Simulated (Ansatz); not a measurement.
`N#[C][SnH]([F])[F]` + H–F → `[F][SnH]([F])[F]` + `C#N` at 298.15 K and 1 bar (ligand exchange at the Sn–C bond).

Program: Ansatz. Geometries: PBE0-D4/def2-TZVP. ΔE: electronic, gas phase. CCSD(T)/CBS adds triple-zeta CCSD(T) − MP2 to the extrapolated MP2 energy (def2 sets, frozen cores). This one scheme is used for every species. Elements past krypton have def2 core potentials. For Sn outer-core shells are correlated without core-valence functions, which leaves a few kJ/mol of doubt a bond.

```json
{"species": "`N#[C][SnH]([F])[F]`", "CCSD(T)/CBS energy (Eh)": "-507.00240", "H − E (kJ/mol)": "69.0", "S (J/(mol·K))": "349.1"}
{"species": "H–F", "CCSD(T)/CBS energy (Eh)": "-100.39570", "H − E (kJ/mol)": "33.5", "S (J/(mol·K))": "173.6"}
{"species": "`[F][SnH]([F])[F]`", "CCSD(T)/CBS energy (Eh)": "-514.09299", "H − E (kJ/mol)": "50.3", "S (J/(mol·K))": "312.4"}
{"species": "`C#N`", "CCSD(T)/CBS energy (Eh)": "-93.32098", "H − E (kJ/mol)": "52.4", "S (J/(mol·K))": "201.2"}
```

H − E and S are ideal-gas, rigid-rotor, harmonic terms from PBE0-D4/def2-TZVP. 1 Eh = 2625.50 kJ/mol, R = 8.31446 J/(mol·K).

Task: By hand: ΔE, ΔH, ΔS and ΔG.

Result: ΔE = (-514.09299) + (-93.32098) − (-507.00240) − (-100.39570) = -0.01587 Eh = -41.7 kJ/mol. Δ(H − E) = 50.3 + 52.4 − 69.0 − 33.5 = 0.2, so ΔH = -41.5 kJ/mol. ΔS = 312.4 + 201.2 − 349.1 − 173.6 = -9.1 J/(mol·K). ΔG = -41.5 − 298.15 × (-9.1)/1000 = -38.8 kJ/mol.

Task: By hand: the equilibrium constant, and the temperature at which ΔG would vanish if ΔH and ΔS stayed fixed.

Result: log₁₀ K = −ΔG/(RT ln 10) = 6.8. ΔG = 0 at ΔH/ΔS = 4560 K, far beyond where these terms or the molecules hold.

The number of gas molecules stays the same, so ΔS is small and ΔH decides. A doubt of 5 kJ/mol in ΔE shifts log₁₀ K by 0.9 here. These are equilibria of isolated gas molecules and say nothing of rates. Largest T1 diagnostic: 0.015 (customary marks: 0.02 for closed shells, 0.045 for open ones).
